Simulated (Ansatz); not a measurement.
Strength of the Si–Si bond: C2H10OSi2 → C2H7OSi + SiH3

Species: C2H10OSi2 `CC[SiH](O)[SiH3]`, singlet; C2H7OSi `CC[SiH]O`, doublet; SiH3 (silyl radical) `[SiH3]`, doublet. 

Shapes, held fixed at every level: PBE0-D4/def2-TZVP. Flexible molecules stand in one conformer, not always the lowest. Programs: Ansatz 0.2.0. Electronic energies: no zero-point or thermal term.

| level | kind | ΔE (kJ/mol) | less CCSD(T)/CBS estimate |
| --- | --- | --- | --- |
| PBE-D4/def2-TZVPP | GGA | +314.7 | -19.4 |
| r2SCAN-D4/def2-TZVPP | meta-GGA | +305.0 | -29.1 |
| B3LYP-D4/def2-TZVPP | global hybrid | +314.8 | -19.3 |
| PBE0-D4/def2-TZVPP | global hybrid | +318.8 | -15.3 |
| wB97X-V/def2-TZVPP | range-separated hybrid | +337.8 | +3.7 |
| CCSD(T)/def2-TZVPP | coupled cluster or CI | +323.7 | -10.4 |
| CCSD/def2-TZVPP | coupled cluster or CI | +317.4 | -16.7 |
| CCSD(T)/CBS estimate | coupled cluster or CI | +334.1 | 0.0 |

The highest level, CCSD(T)/CBS estimate, gives ΔE = +334.1 kJ/mol; the levels span +305.0 to +337.8. The column of differences is taken from that level and isn't an error. No measured value is set beside it here. Open shells run unrestricted unless RO is named. The CBS estimate extrapolates MP2 from def2-TZVPP and def2-QZVPP and adds CCSD(T) − MP2 in the triple-zeta set, cores frozen.
